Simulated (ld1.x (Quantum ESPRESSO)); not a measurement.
**Reading a pseudo-wave (aluminium (Al))**

Columns: radius, all-electron u(r) and pseudo u(r) of the 2p shell (level -70.25 eV) of aluminium in the configuration [He] 2s2 2p6 3s1.75 3p1.25; BP86, scalar-relativistic, RRKJ scheme, ld1.x (Quantum ESPRESSO) 7.5.

```tsv
r (bohr)	all-electron	pseudo
0.040	0.0858	0.0345
0.080	0.2677	0.1341
0.120	0.4752	0.2873
0.160	0.6725	0.4765
0.200	0.8432	0.6803
0.240	0.9813	0.8767
0.280	1.0863	1.0467
0.320	1.1603	1.1772
0.360	1.2067	1.2624
0.400	1.2298	1.3039
0.440	1.2334	1.3083
0.480	1.2216	1.2851
0.520	1.1975	1.2442
0.560	1.1642	1.1939
0.600	1.1240	1.1399
0.640	1.0788	1.0858
0.680	1.0304	1.0326
0.720	0.9800	0.9804
0.760	0.9287	0.9287
0.800	0.8773	0.8773
0.840	0.8264	0.8264
0.880	0.7765	0.7765
0.920	0.7280	0.7280
0.960	0.6813	0.6813
1.000	0.6364	0.6364
1.040	0.5936	0.5936
```

(1) How many radial nodes do the two functions have?

(2) At about which radius was the pseudo-wave matched?

(3) Is the pseudo-wave norm-conserving?

Answers

(1) The all-electron 2p function has n − l − 1 = 0; the pseudo-wave has 0.

(2) 0.80 bohr. The columns agree to 0.0005 from 0.72 bohr on; several derivatives are matched, so the curves merge somewhat inside the radius.

(3) Yes: the RRKJ scheme keeps the norm inside the radius equal to the all-electron one, which fixes the energy derivative of the logarithmic derivative at the level.
